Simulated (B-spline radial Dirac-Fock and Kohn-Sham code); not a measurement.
## Binding energies of Ru¹⁸⁺ at several levels of theory

System: ruthenium as Ru¹⁸⁺ in the configuration [Ar] 3d8.

The density-functional columns are spherical, spin-unpolarised Dirac-Kohn-Sham results without Breit or QED terms: −ε is minus the orbital energy of the initial state and ΔSCF the difference of two total energies. The reference in the last column comes from Dirac-Fock ΔSCF + Breit + QED. All numbers are from a radial atomic solver, in eV; a selection of levels is shown. The Kohn-Sham columns are given as differences from the reference. For the 1s level of heavy atoms much of the gap between ΔSCF and the reference is the Breit and QED part, -63.4 eV here; for other levels the error of the functional can be larger.

```
level  LDA −ε − DF  LDA ΔSCF − DF  Dirac-Fock
    K       -247.5          +56.9     22680.0
   L1       -105.9          -41.1      3780.3
   L2        -81.1           -4.0      3520.7
   L3        -82.7           -8.6      3391.1
   M1        -50.7          -22.7      1086.1
   M2        -39.5          -11.0       984.4
   M3        -39.4          -11.4       960.1
 M4,5        -28.7           +1.4       788.7
```

Values without a named source are computed, but for edge energies of neutral atoms, which are taken from tables.
